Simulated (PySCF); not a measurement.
Species: C₆H₈O₂Si.
Numbering: `[CH2:1]=[CH:2][C@H:3]1[CH2:4][C:5](=[O:6])[SiH2:7][C:8]1=[O:9]`

Geometry (GFN2-xTB, Å), atoms numbered from 1 in this order:
```xyz
17
C6H8O2Si angstrom
C     -1.8357   -0.3602    0.9582
C     -1.4570   -0.7218   -0.2559
C     -0.2741   -0.1570   -0.9922
C      0.0814    1.2685   -0.5795
C      0.8264    1.2841    0.7429
O      0.8249    2.2302    1.4919
Si     1.7569   -0.3924    0.9615
C      0.8591   -1.1064   -0.5858
O      1.0854   -2.1409   -1.1586
H     -2.6807   -0.8204    1.4409
H     -1.3453    0.4217    1.5136
H     -1.9741   -1.5176   -0.7746
H     -0.4505   -0.2314   -2.0686
H     -0.8004    1.9105   -0.5363
H      0.7720    1.6971   -1.3126
H      3.1906   -0.2566    0.7280
H      1.4140   -1.0954    2.1903
```

Definitions: NICS(0) = −σiso at the ring centroid; NICS(1) = −σiso and NICS(1)zz = −σzz at ±1 Å along the ring normal z. Level: GIAO PBE0/pcSseg-1 (PySCF, non-relativistic, gas phase) on the GFN2-xTB geometry, one conformer.

Ring bond lengths (Å), with Mayer bond orders in brackets: C3–C4 1.526 (1.00), C4–C5 1.518 (0.93), C5–Si7 1.930 (0.83), Si7–C8 1.926 (0.83), C8–C3 1.533 (0.87).

**Question.** What do the NICS probes read (ppm)?

**Answer.** 
```tsv
ring	type	NICS(0)	NICS(1), two faces	NICS(1)zz, two faces	rms pucker (Å)	centre to ring atoms, mean (Å)
C3–C4–C5–Si7–C8	5-membered ring with Si; formal bonds all single	7.3	0.3 / -0.7	-1.4 / -4.1	0.14	1.42
```

**Question.** What can be read from them?

**Answer.** 
- C3–C4–C5–Si7–C8: mean NICS(1)zz -2.7 ppm, near zero. C3, C4, Si7 have four or more neighbours, and the NICS criterion for π rings isn't applied. NICS(0) lies 8 ppm above the mean NICS(1).

**Question.** How shielded are the nuclei of the rings and their hydrogens (means over atoms taken as equivalent)?

**Answer.** 
| atoms | environment | σ isotropic (ppm) |
| --- | --- | --- |
| C3 | sp3 carbon next to a carbonyl | 122.7 |
| C4 | sp3 carbon next to a carbonyl | 129.1 |
| C5 | carbonyl carbon | -64.8 |
| Si7 | SiH2 silicon | 463.7 |
| C8 | carbonyl carbon | -51.3 |
| H13 | methine hydrogen | 28.02 |
| H14 | methylene hydrogen | 28.75 |
| H15 | methylene hydrogen | 28.81 |
| H16 | Si–H hydrogen | 27.98 |
| H17 | Si–H hydrogen | 27.62 |
